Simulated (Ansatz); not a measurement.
`O=C1O[Si]1(F)F`. Charge 0, multiplicity 1.

Cartesian coordinates in Å:
```
O 2.288 0.216 0.164
C 1.131 0.082 0.068
O 0.397 -1.003 -0.530
Si -0.665 0.114 0.047
F -1.552 0.890 -0.982
F -1.598 -0.300 1.234
```

(1) List the harmonic frequencies (cm⁻¹, unscaled) at PBE0-D4/def2-TZVP in Ansatz. (Estimate.)

(2) Is this a minimum?

(3) Give the ideal-gas thermochemistry at 298.15 K and 1 bar (rigid rotor, harmonic oscillator; point group Cs, symmetry number 1).

Answers

(1) Ansatz gave: 137, 232, 261, 307, 464, 505, 573, 691, 953, 1008, 1102, 2002.

(2) Yes, all 12 modes are real.

(3) Zero-point energy 49.3 kJ/mol; H(298) − E = 66.9 kJ/mol; entropy 323.1 J/(mol·K), of which translation 167.5, rotation 112.8, vibration 42.8; G(298) − E = -29.5 kJ/mol.
